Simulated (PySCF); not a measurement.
**Polarisability and C₆ of Sb (antimony, neutral)**

[Kr] 4d10 5s2 5p3, high-spin 4S determinant. Computed with PySCF 2.14 in aug-cc-pwCVTZ-PP with ECP28MDF (8s7p6d4f1g, 96 functions), with scalar relativity through the core potential. Coupled (time-dependent) response in atomic units; α is the mean over directions.

```tsv
method	mean α (bohr³)	C₆ (like pair)	S(−4)
UHF	44.28	491.0	501.8
PBE	47.80	529.5	677.2
PBE0	45.66	503.3	580.9
TPSS	46.51	519.3	604.2
PW91	47.40	524.0	662.4
```

S(−4) is the Cauchy moment in α(ω) = α(0) + S(−4) ω² + …

Reference α: 43 ± 2 bohr³ (recommended; Schwerdtfeger and Nagle, table of static dipole polarizabilities (2023 update)). Published C₆: 492.0 (Chu and Dalgarno (2004); Tang, Norbeck and Certain (1976)).

α(iu) at UHF:

| u (hartree) | α(iu) (bohr³) |
| --- | --- |
| 0 | 44.28 |
| 0.0500 | 43.07 |
| 0.100 | 39.88 |
| 0.200 | 31.29 |
| 0.300 | 23.61 |
| 0.500 | 14.00 |
| 0.750 | 8.391 |
| 1.00 | 5.703 |
| 1.50 | 3.306 |
| 2.00 | 2.253 |
| 3.00 | 1.294 |
| 5.00 | 0.6021 |

A single London oscillator, α(iu) = α/(1 + u²/ω²), gives C₆ = (3/4) ω α². Matching the computed C₆ needs ω = 4 × 491.0 / (3 × 44.28²) = 0.334 hartree.

Energies and moments cover only the electrons outside the core potential.
